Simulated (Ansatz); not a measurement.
A nudged elastic band was laid between two geometries of BClH$_{6}$N$_{2}$ (10 atoms, charge 0, multiplicity 1).

Theory: RKS LDA/6-31G* (Ansatz).

| Quantity | Value |
| --- | --- |
| movable images | 1 |
| climbing image | yes |
| spring | 5.0 eV/Å² |
| optimiser | quadratic models (default) |
| start path | through a guess of the saddle point |
| force threshold | 0.05 eV/Å |
| iteration limit | 60 |
| end points | relaxed |

Image 0:

```xyz
10
Properties=species:S:1:pos:R:3
B 0.097 0.299 0.119
Cl 0.148 -0.843 1.630
N 1.269 0.277 -0.762
H 2.120 -0.097 -0.326
H 1.111 -0.241 -1.629
H -0.975 0.223 -0.454
N 0.110 1.743 0.860
H 0.961 1.817 1.442
H 0.139 2.482 0.140
H -0.709 1.867 1.475
```

Image 2:

```xyz
10
Properties=species:S:1:pos:R:3
B 0.162 0.818 -0.544
Cl -0.204 -0.230 2.892
N 1.289 0.069 -0.864
H 1.285 -0.596 -1.635
H 2.129 0.016 -0.285
H -0.835 0.743 -1.217
N 0.142 1.652 0.645
H 1.030 2.030 0.995
H -0.596 2.359 0.703
H -0.132 0.668 1.805
```

Which bonds break or form, and what moves?

Bonds broken: B1–Cl2, N7–H10. Bonds formed: Cl2–H10. BClH6N2 becomes BH5N2 + ClH.

What energy profile does the band end with?

It converged. The highest image is number 1 of 0 to 2, 8.7 kcal/mol above the first end and 1.3 kcal/mol above the last; the last end lies 7.4 kcal/mol above the first. The order of the point at the top wasn't checked. A band with more images between the same ends climbed to 0.62 eV, so this one has probably stepped over the top. So few images can step over the top or miss a turn of the path. The orbitals stay closed-shell, which can raise the energy where a bond breaks towards radicals; this wasn't checked here.

| image | path coordinate (Å) | energy (kcal/mol) | B1–Cl2 (Å) | N7–H10 (Å) | Cl2–H10 (Å) |
| --- | --- | --- | --- | --- | --- |
| 0 | 0.00 | 0.0 | 1.90 | 1.03 | 2.85 |
| 1 | 2.12 | 8.7 | 1.92 | 1.03 | 2.65 |
| 2 | 4.81 | 7.4 | 3.61 | 1.54 | 1.41 |

What is the geometry of the highest image?


```xyz
10
Properties=species:S:1:pos:R:3
B 0.132 0.202 0.222
Cl 0.159 -0.662 1.937
N 1.357 0.046 -0.559
H 1.387 -0.724 -1.226
H 1.874 0.850 -0.914
H -0.956 -0.050 -0.277
N 0.083 1.725 0.722
H 0.975 1.930 1.208
H -0.069 2.405 -0.041
H -0.671 1.806 1.422
```

Time of the run: 33 s on 1 thread of Arm Neoverse V1, on a shared host, peak memory 0.094 GiB.
